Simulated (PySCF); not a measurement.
Where the electron goes

n-SiSiGeSiSiSiH14.
Geometry (PBE0-D3(BJ)/def2-SVP, Å), atoms numbered from 1 in this order:
```xyz
20
GeH14Si5 angstrom
Si    -1.5250   -0.5971    2.1529
Si    -1.0094    1.5915    1.4819
Ge    -0.8268    1.8199   -0.8904
Si     1.3937    1.2549   -1.5547
Si     1.9745   -0.7396   -0.4712
Si     0.3869   -2.3623   -1.0628
H     -0.3970   -1.5290    1.8489
H     -2.7485   -1.0764    1.4405
H     -1.7777   -0.6289    3.6271
H      0.2860    2.0093    2.1077
H     -2.0839    2.5030    1.9898
H     -1.1566    3.2703   -1.2987
H     -1.8410    0.8880   -1.5833
H      2.3111    2.3676   -1.1563
H      1.4740    1.0746   -3.0387
H      1.9598   -0.5001    1.0068
H      3.3421   -1.2037   -0.8648
H      0.4925   -3.5855   -0.2102
H      0.6010   -2.7432   -2.4935
H     -0.9931   -1.7992   -0.9317
```

Level of theory: TDDFT wB97X-D/def2-SVPD, vertical, gas phase, core orbitals frozen in the response (PySCF 2.14.0, density-fitted response routines). The wB97X-D/def2-SVPD calculation is non-relativistic and has no spin–orbit coupling, an omission that weighs most on germanium.

Frontier orbitals with the atoms that hold most of them (Löwdin shares over 4%, at most four atoms; ? is withheld):

| orbital | ε (eV) | atoms |
| --- | --- | --- |
| HOMO-3 | -10.41 | Si2 26%, Si1 16%, Ge3 10%, H10 8% |
| HOMO-2 | -10.11 | Si5 16%, Si6 16%, Ge3 11%, Si2 10% |
| HOMO-1 | -9.65 | ? |
| HOMO | -9.45 | Ge3 29%, Si4 21%, Si2 20%, Si1 7% |
| LUMO | 1.05 | ? |
| LUMO+1 | 1.28 | Si4 17%, Si2 14%, Si5 11%, Ge3 11% |
| LUMO+2 | 1.40 | Si4 18%, Si5 14%, Ge3 13%, Si6 10% |

Q: Give the leading atoms of the LUMO.

A: Ge3 (bonded to 2 Si and 2 H) 19%; Si2 (bonded to Ge, Si and 2 H) 12%; Si5 (bonded to 2 Si and 2 H) 11%; Si1 (bonded to Si and 3 H) 10%. By element: silicon 33% or more, germanium 19%.

Q: Give the leading atoms of the HOMO-1.

A: Si5 (bonded to 2 Si and 2 H) 25%; Si4 (bonded to Ge, Si and 2 H) 20%; Si6 (bonded to Si and 3 H) 12%; Ge3 (bonded to 2 Si and 2 H) 10%. By element: silicon 57% or more, germanium 10%.

Q: How does S1 compare with the orbital gap of 10.50 eV?

A: S1 is at 6.39 eV (f = 0.059), 4.11 eV below the gap, made of HOMO→LUMO (74%), HOMO→LUMO+1 (9%). Without the coupling terms of the response equations the lowest excitation would equal the gap.

Next come S2 at 6.55 eV (f 0.036), HOMO→LUMO+1 (22%), HOMO-1→LUMO+1 (20%), HOMO-1→LUMO+2 (12%); S3 at 6.64 eV (f 0.081), HOMO-1→LUMO (20%), HOMO→LUMO+1 (16%), HOMO-1→LUMO+1 (15%); S4 at 6.70 eV (f 0.112), HOMO-1→LUMO (41%), HOMO→LUMO+2 (20%); S5 at 6.89 eV (f 0.026), HOMO→LUMO+4 (57%), HOMO→LUMO (10%).

Time: 51 s wall, 1.9 min CPU (grids of density and orbitals included); peak memory 1.7 GiB. Hardware: Intel Xeon 6975P-C, 2 threads, shared host.

One conformer stands for the species.
